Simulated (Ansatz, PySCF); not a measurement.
Gas-phase reaction (SMILES): FBF + F (HF) -> FB(F)F [trifluoroborane] + [H][H] (H2); hydrogen fluoride cleaves one B-H bond, a model of a ligand-exchange step.

Each molecule is optimised on its own at B3LYP-D3(BJ)/def2-TZVP (Ansatz, a first-principles code). Valence correlation only, unless marked. Spin-orbit coupling is left out. No relativistic terms. CBS(X,Y): correlation extrapolated as X^-3; Hartree-Fock from the larger set. Thermal terms are rigid-rotor harmonic-oscillator values from B3LYP-D3(BJ) frequencies (Ansatz or PySCF) at 298.15 K and 1 atm. 1 Eh = 627.5095 kcal/mol.

```csv
species,"E, CCSD(T)/CBS(cc-pVTZ,cc-pVQZ) (Ansatz) (Eh)","E, wB97M-V/def2-TZVPD (Ansatz) (Eh)",H - E (Eh),G - E (Eh)
FBF,-225.08740,-225.29049,0.02196,-0.00581
F (HF),-100.39146,-100.46200,0.01259,-0.00713
FB(F)F,-324.34859,-324.63584,0.01684,-0.01208
[H][H] (H2),-1.17450,-1.16077,0.01336,-0.00144
```

Question: Work out ΔE and ΔH, ΔG, ΔS and the equilibrium constant at 298.15 K at the first level, then ΔH at the second.

Answer: 
1. ΔE = [(-324.34859) + (-1.17450)] - [(-225.08740) + (-100.39146)] = -0.04423 Eh = -27.8 kcal/mol at CCSD(T)/CBS(cc-pVTZ,cc-pVQZ).
2. The terms H - E add up to -0.00435 Eh, so ΔH = (-0.04423 + (-0.00435))×627.5095 = -30.5 kcal/mol.
3. The terms G - E add up to -0.00058 Eh, so ΔG = -28.1 kcal/mol, and ΔS = (-0.00435 - (-0.00058))×627509.5/298.15 = -7.9 cal/(mol K).
4. log10 K = -ΔG/(RT ln 10) = 20.6, with RT ln 10 = 1.3642 kcal/mol.
5. At wB97M-V/def2-TZVPD the same steps give ΔE = -27.7 and ΔH = -30.4 kcal/mol, a shift of +0.1 from the first level.
6. These values are not checked against measurement here, since the tables used lack a sound gas-phase enthalpy of formation for at least one species.
